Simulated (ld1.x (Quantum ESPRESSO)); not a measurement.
## Building the PAW potential for Gd (Z = 64) (BLYP, scalar-relativistic).

* Element: Gd (Z = 64)
* Generator: ld1.x (Quantum ESPRESSO) 7.5
* Type: PAW
* Functional: BLYP
* Relativity: scalar-relativistic
* Frozen core: [Xe]
* Valence charge: 10
* Reference configuration: 4f7 5d0 6s0 6p0 (charge +3)
* Partial waves: 6s (bound, empty): rcut 2.10, rcutus 2.80 bohr; 6s channel at -1.25 Ry: rcut 2.10, rcutus 2.80 bohr; 6p (bound, empty): rcut 2.70, rcutus 3.45 bohr; 6p channel at 2.75 Ry: rcut 2.70, rcutus 3.45 bohr; 5d (bound, empty): rcut 1.40, rcutus 1.90 bohr; 5d channel at -1.1 Ry: rcut 1.40, rcutus 1.90 bohr; 4f (bound): rcut 1.35, rcutus 1.60 bohr; 4f channel at -2 Ry: rcut 1.35, rcutus 1.60 bohr
* Local potential: all-electron potential smoothed inside 1.30 bohr (lloc = -1)
* Core correction: Bessel-smoothed model core inside 1.30 bohr
* Augmentation charge: BESSEL, radius 1.10 bohr

Poles of the logarithmic derivatives, all-electron (AE) and pseudo (PS). s: poles at -1.0, 3.5 (AE) and -2.6, -1.0, 3.4 (PS) Ry. p: poles at -3.8, -0.1, 4.5 (AE) and -0.2, 4.1 (PS) Ry. d: poles at -1.7, 1.4 (AE) and -1.7, 1.4 (PS) Ry. f: poles at 0.4, 3.8 (AE) and 0.4, 3.9 (PS) Ry. Test radius 3.75 bohr.

* Ghost test: ghost states, extra bound levels that the all-electron valence spectrum of the same l lacks: s at -228.4 eV, s at -34.9 eV (p not tested); a true bound ghost makes a file unfit for plane-wave use (spherical-Bessel basis up to 400 Ry, 20 bohr box)
* Configuration tests: test run stopped at test 1 of 7 (negative rho)
* Lowest eigenvalue of the overlap operator: -0.15 (p channel); it is negative, so in a basis up to 400 Ry S is not positive definite and the file is unfit for use

Note: ghost states, extra bound levels that the all-electron valence spectrum of the same l lacks: s at -228.4 eV, s at -34.9 eV (p not tested). A true bound ghost makes a file unfit for plane-wave use. Its overlap operator is not positive definite in a basis up to 400 Ry (lowest eigenvalue p -0.15), so the file is unfit for use: the generalised eigenproblem breaks down once the basis is large enough, and its test numbers describe a broken file.
